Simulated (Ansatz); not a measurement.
Cost and result up the ladder for diphenyliodonium hydroxide, `[OH-].c1ccc([I+]c2ccccc2)cc1` (25 atoms). Total charge 0; singlet. Geometry: PBE-D4/def2-SVP.

Cartesian coordinates in Å:
```
O 0.019 1.139 -1.173
H -0.549 0.674 -1.825
C 3.437 -2.725 -2.422
C 2.733 -3.338 -1.374
C 1.780 -2.603 -0.647
C 1.545 -1.264 -0.978
I 0.085 -0.279 0.429
C -1.483 1.109 1.260
C -2.050 0.596 2.431
C -3.021 1.348 3.116
C -3.412 2.602 2.618
C -2.832 3.102 1.441
C -1.859 2.357 0.750
C 2.238 -0.638 -2.021
C 3.190 -1.379 -2.742
H 4.182 -3.299 -2.994
H 2.920 -4.394 -1.122
H 1.225 -3.087 0.177
H -1.746 -0.392 2.823
H -3.474 0.950 4.037
H -4.172 3.192 3.152
H -3.137 4.087 1.053
H -1.390 2.724 -0.172
H 2.025 0.414 -2.254
H 3.746 -0.898 -3.562
```

Ansatz on 4 threads of Arm Neoverse V2 on a shared host. Times are rough, and most runs start from the orbitals of an earlier one. PBE0-D4/def2-TZVP serves as the yardstick here, not as an exact answer. Differences are given only for rows in sets of like size (and for xTB, whose basis is part of the method), since another set adds its own error. Binding counts from free atoms at the same level (O triplet, H doublet, C triplet, I doublet; other spins of the atoms weren't run), without zero-point energy or a counterpoise term.

In the def2 sets I takes a core potential; there is no spin–orbit coupling. Correlated methods freeze 17 core orbitals; core or outer-core shells of I are correlated, in sets that lack core-valence functions. The rows differ in basis, and correlated rows in double-zeta sets carry the largest basis error.

Run but left out: HF/def2-TZVP (restricted singlet, unstable in another Hartree–Fock run and untested here).

Correlated methods converge slowly with the basis, most of all in double-zeta sets.

| level | functions | wall time | binding energy per atom (eV) | difference from PBE0-D4/def2-TZVP (eV) | remarks |
| --- | --- | --- | --- | --- | --- |
| PBE-D4/def2-SVP | 263 | 5.5 s | 4.98 | – | – |
| PBE0-D4/def2-SVP | 263 | 11 s | 4.84 | – | – |
| MP2/def2-SVP | 263 | 14 s | 4.62 | – | restricted SCF unstable |
| PBE-D4/def2-TZVP (with forces) | 519 | 16 s | 4.92 | 0.13 | – |
| BLYP-D4/def2-TZVP (with forces) | 519 | 16 s | 4.74 | -0.04 | – |
| r2SCAN-D4/def2-TZVP | 519 | 24 s | 4.75 | -0.04 | – |
| PBE0-D4/def2-TZVP | 519 | 34 s | 4.78 | 0.00 | – |
